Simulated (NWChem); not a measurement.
Everything below was run with NWChem. System: HCl$_{3}$Ge, charge 0, spin multiplicity 1, at a geometry optimised with PBE0/def2-SVP. The structure started from a generated list of species. Level: r2SCAN/def2-TZVP.

Output (cleaned and shortened):

```
             Northwest Computational Chemistry Package (NWChem) 7.3.0
             --------------------------------------------------------

                                NWChem Input Module
                                -------------------

 Scaling coordinates for geometry "geometry" by  1.889725989
 (inverse scale =  0.529177249)

 Turning off AUTOSYM since
 SYMMETRY directive was detected!

                             Geometry "geometry" -> ""
                             -------------------------

 Output coordinates in angstroms (scale by  1.889725989 to convert to a.u.)

  No.       Tag          Charge          X              Y              Z
 ---- ---------------- ---------- -------------- -------------- --------------
    1 Ge                  32.0000     0.03038700     0.43487600     0.00000000
    2 Cl                  17.0000    -1.02026500    -0.24148200     1.73369100
    3 Cl                  17.0000    -1.02026500    -0.24148200    -1.73369100
    4 Cl                  17.0000     1.97528500    -0.45077800     0.00000000
    5 H                    1.0000     0.13678600     1.95760200     0.00000000

 Effective nuclear repulsion energy (a.u.)     556.4335923504

            Nuclear Dipole moment (a.u.)
            ----------------------------
        X                 Y               Z
 ---------------- ---------------- ----------------
     0.0000094486     0.0000377945     0.0000000000

      Symmetry information
      --------------------

 Group name             Cs
 Group number              2
 Group order               2
 No. of unique centers     4

      Symmetry unique atoms

     1    2    4    5


 Summary of "ao basis" -> "" (spherical)
 ------------------------------------------------------------------------------
       Tag                 Description            Shells   Functions and Types
 ---------------- ------------------------------  ------  ---------------------
 *                         def2-tzvp                  on all atoms

                                 NWChem DFT Module
                                 -----------------

 Summary of "ao basis" -> "ao basis" (spherical)
 ------------------------------------------------------------------------------
       Tag                 Description            Shells   Functions and Types
 ---------------- ------------------------------  ------  ---------------------
 Ge                        def2-tzvp                16       48   6s5p4d1f
 Cl                        def2-tzvp                13       37   5s5p2d1f
 H                         def2-tzvp                 4        6   3s1p

 Summary of "ao basis" -> "ao basis" (spherical)
 ------------------------------------------------------------------------------
       Tag                 Description            Shells   Functions and Types
 ---------------- ------------------------------  ------  ---------------------
 Ge                        def2-tzvp                16       48   6s5p4d1f
 Cl                        def2-tzvp                13       37   5s5p2d1f
 H                         def2-tzvp                 4        6   3s1p

      Symmetry analysis of basis
      --------------------------

        a'         99
        a"         66

            General Information
            -------------------
          SCF calculation type: DFT
          Wavefunction type:  closed shell.
          No. of atoms     :     5
          No. of electrons :    84
           Alpha electrons :    42
            Beta electrons :    42
          Charge           :     0
          Spin multiplicity:     1
          Use of symmetry is: on ; symmetry adaption is: on
          Maximum number of iterations: 100
          AO basis - number of functions:   165
                     number of shells:    59
          Convergence on energy requested:  1.00D-06
          Convergence on density requested:  1.00D-05
          Convergence on gradient requested:  5.00D-04

              XC Information
              --------------
                      r^2SCAN Method XC Functional
               r^2SCAN metaGGA Exchange Functional  1.000
                     r^2SCAN Correlation Potential  1.000

             Grid Information
[...]
    21 a'         22 a'         23 a'         24 a"         25 a'
    26 a"         27 a'         28 a'         29 a"         30 a'
    31 a'         32 a"         33 a'         34 a"         35 a'
    36 a'         37 a'         38 a"         39 a'         40 a"
    41 a"         42 a'         43 a'         44 a"         45 a'
    46 a'         47 a'         48 a"         49 a'         50 a"
    51 a'         52 a'

------------------------------------------------------------
EAF file 0: "./mol.aoints.0" size=524288 bytes
------------------------------------------------------------
               write      read    awrite     aread      wait
               -----      ----    ------     -----      ----
     calls:        1         0         0         0         0
   data(b): 5.24e+05  0.00e+00  0.00e+00  0.00e+00
   time(s): 0.00e+00  0.00e+00  0.00e+00  0.00e+00  0.00e+00
rate(mb/s): 0.00e+00  0.00e+00
------------------------------------------------------------

   convergence    iter        energy       DeltaE   RMS-Dens  Diis-err    time
 ---------------- ----- ----------------- --------- --------- ---------  ------
 d= 0,ls=0.0,diis     1  -3458.1855855337 -4.01D+03  8.32D-03  1.96D+00     5.7
 d= 0,ls=0.0,diis     2  -3458.0577762343  1.28D-01  6.74D-03  1.63D+00     6.9
 d= 0,ls=0.0,diis     3  -3458.2162449005 -1.58D-01  2.01D-03  5.79D-01     8.1
 d= 0,ls=0.0,diis     4  -3458.2791896011 -6.29D-02  3.82D-04  1.61D-02     9.4
 d= 0,ls=0.0,diis     5  -3458.2803151965 -1.13D-03  7.55D-05  7.14D-04    10.4
  Resetting Diis
 d= 0,ls=0.0,diis     6  -3458.2803646601 -4.95D-05  2.09D-05  2.88D-05    11.5
 d= 0,ls=0.0,diis     7  -3458.2803676155 -2.96D-06  2.41D-06  1.08D-07    12.5
 d= 0,ls=0.0,diis     8  -3458.2803676133  2.21D-09  1.18D-06  1.31D-07    13.6

         Total DFT energy =    -3458.280367613327
      One electron energy =    -5910.999143505679
           Coulomb energy =     2060.489039413168
    Exchange-Corr. energy =     -164.203855871182
 Nuclear repulsion energy =      556.433592350366

 Numeric. integr. density =       84.000001344811

     Total iterative time =     12.4s

                  Occupations of the irreducible representations
                  ----------------------------------------------

                     irrep           alpha         beta
                     --------     --------     --------
                     a'               27.0         27.0
                     a"               15.0         15.0

                       DFT Final Molecular Orbital Analysis
                       ------------------------------------

 Vector   40  Occ=2.000000D+00  E=-3.153229D-01  Symmetry=a"
              MO Center= -6.7D-01, -2.2D-01,  1.3D-14, r^2= 4.7D+00
   Bfn.  Coefficient  Atom+Function         Bfn.  Coefficient  Atom+Function
  ----- ------------  ---------------      ----- ------------  ---------------
    64      0.290221  2 Cl py               101     -0.290221  3 Cl py
    65      0.234564  2 Cl pz               102      0.234564  3 Cl pz
   139      0.184155  4 Cl pz                67      0.180701  2 Cl py
   104     -0.180701  3 Cl py                68      0.145013  2 Cl pz
   105      0.145013  3 Cl pz                61      0.132805  2 Cl py

 Vector   41  Occ=2.000000D+00  E=-3.145617D-01  Symmetry=a'
              MO Center=  3.3D-03,  4.6D-02,  1.3D-14, r^2= 5.0D+00
   Bfn.  Coefficient  Atom+Function         Bfn.  Coefficient  Atom+Function
  ----- ------------  ---------------      ----- ------------  ---------------
    64      0.288999  2 Cl py               101      0.288999  3 Cl py
   138      0.289748  4 Cl py                67      0.182827  2 Cl py
   104      0.182827  3 Cl py               141      0.183214  4 Cl py
   161     -0.169825  5 H  s                 61      0.134401  2 Cl py
    98      0.134401  3 Cl py               135      0.134805  4 Cl py

 Vector   42  Occ=2.000000D+00  E=-3.062959D-01  Symmetry=a"
              MO Center= -2.1D-02, -2.9D-01,  2.0D-14, r^2= 5.1D+00
   Bfn.  Coefficient  Atom+Function         Bfn.  Coefficient  Atom+Function
  ----- ------------  ---------------      ----- ------------  ---------------
   139      0.329680  4 Cl pz                63     -0.284821  2 Cl px
   100      0.284821  3 Cl px               142      0.208001  4 Cl pz
    66     -0.179697  2 Cl px               103      0.179697  3 Cl px
    65     -0.164852  2 Cl pz               102     -0.164852  3 Cl pz
   136      0.151832  4 Cl pz                60     -0.131173  2 Cl px

 Vector   43  Occ=0.000000D+00  E=-8.352485D-02  Symmetry=a'
              MO Center=  1.1D-02,  1.6D-01, -1.0D-13, r^2= 4.6D+00
   Bfn.  Coefficient  Atom+Function         Bfn.  Coefficient  Atom+Function
  ----- ------------  ---------------      ----- ------------  ---------------
     6      0.855772  1 Ge s                  5      0.707522  1 Ge s
   162     -0.454866  5 H  s                  4     -0.269665  1 Ge s
   140      0.266766  4 Cl px                68      0.234732  2 Cl pz
   105     -0.234732  3 Cl pz               137      0.226415  4 Cl px
     3     -0.206452  1 Ge s                 65      0.199198  2 Cl pz

 Vector   44  Occ=0.000000D+00  E=-2.397010D-02  Symmetry=a"
              MO Center=  9.2D-02,  4.7D-01,  9.0D-14, r^2= 4.1D+00
   Bfn.  Coefficient  Atom+Function         Bfn.  Coefficient  Atom+Function
  ----- ------------  ---------------      ----- ------------  ---------------
    21      0.806740  1 Ge pz                18      0.494385  1 Ge pz
    53     -0.254229  2 Cl s                 90      0.254229  3 Cl s
   142     -0.214318  4 Cl pz                66     -0.204820  2 Cl px
   103      0.204820  3 Cl px                12     -0.190072  1 Ge pz
    38      0.168120  1 Ge d -1              67     -0.153275  2 Cl py

 Vector   45  Occ=0.000000D+00  E=-2.396906D-02  Symmetry=a'
              MO Center= -2.7D-02,  4.7D-01, -4.9D-15, r^2= 4.1D+00
   Bfn.  Coefficient  Atom+Function         Bfn.  Coefficient  Atom+Function
  ----- ------------  ---------------      ----- ------------  ---------------
    19      0.804784  1 Ge px                16      0.493184  1 Ge px
   127     -0.293571  4 Cl s                140      0.218855  4 Cl px
   141     -0.208804  4 Cl py                68     -0.193640  2 Cl pz
   105      0.193640  3 Cl pz                10     -0.189610  1 Ge px
    37      0.186179  1 Ge d -2             126     -0.152599  4 Cl s

 center of mass
 --------------
 x =   0.00107790 y =   0.01542471 z =   0.00000000

 moments of inertia (a.u.)
 ------------------
         854.287085781224          45.209556425753           0.000000000000
          45.209556425753        1498.198790279816           0.000000000000
           0.000000000000           0.000000000000         851.134306381131

     Multipole analysis of the density
     ---------------------------------

     L   x y z        total         alpha         beta         nuclear
     -   - - -        -----         -----         ----         -------
     0   0 0 0     -0.000000    -42.000000    -42.000000     84.000000

     1   1 0 0      0.039990      0.019990      0.019990      0.000009
     1   0 1 0      0.572823      0.286392      0.286392      0.000038
     1   0 0 1     -0.000000     -0.000000     -0.000000      0.000000

     2   2 0 0    -42.238566   -202.832899   -202.832899    363.427233
     2   1 1 0      0.181506     10.928299     10.928299    -21.675092
     2   1 0 1      0.000000      0.000000      0.000000      0.000000
     2   0 2 0    -39.653903    -47.183141    -47.183141     54.712378
     2   0 1 1      0.000000      0.000000      0.000000      0.000000
     2   0 0 2    -42.251113   -203.594931   -203.594931    364.938748

 Task  times  cpu:       13.6s     wall:       13.6s

 Total times  cpu:       13.7s     wall:       13.7s
```

Q: Write an NWChem input that would produce this output.

A: One answer among several that fit: 
```
start mol
memory heap 200 mb stack 900 mb global 1100 mb
geometry units angstroms nocenter noautoz
  Ge     0.030387     0.434876     0.000000
  Cl    -1.020265    -0.241482     1.733691
  Cl    -1.020265    -0.241482    -1.733691
  Cl     1.975285    -0.450778     0.000000
  H      0.136786     1.957602     0.000000
  symmetry group Cs
end
basis spherical
  * library def2-tzvp
end
dft
  xc r2scan
  semidirect memsize 60000000 filesize 0
  iterations 100
  grid fine
end
task dft energy
```
